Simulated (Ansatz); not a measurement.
The same ligand exchange along the group Si, Ge, Sn.

Program: Ansatz. Geometries: PBE0-D4/def2-TZVP. ΔE: electronic, gas phase. CBS: MP2 limit from def2 TZ/QZ plus the TZ coupled-cluster correction, frozen cores. Small cases extrapolate CCSD(T) itself. Elements past krypton have def2 core potentials. For Ge, Sn outer-core shells are correlated without core-valence functions, which leaves a few kJ/mol of doubt a bond. Scalar relativity is left out up to krypton. Each species was taken in one conformer, which may not be the lowest.

**Question.** Order these by ΔE at CCSD(T)/CBS, lowest first. (Estimate.)
A. `[F][Sn][SH]` + HCl → `[SH][Sn][Cl]` + H–F
B. `[F][Ge][SH]` + HCl → `[SH][Ge][Cl]` + H–F
C. `F[Si]S` + HCl → `S[Si]Cl` + H–F

**Answer.** A (-0.35 eV), B (-0.13 eV), C (+0.25 eV).

Largest T1 diagnostic: 0.016, for `[F][Sn][SH]`.

Extrapolated directly: `F[Si]S` + HCl → `S[Si]Cl` + H–F.
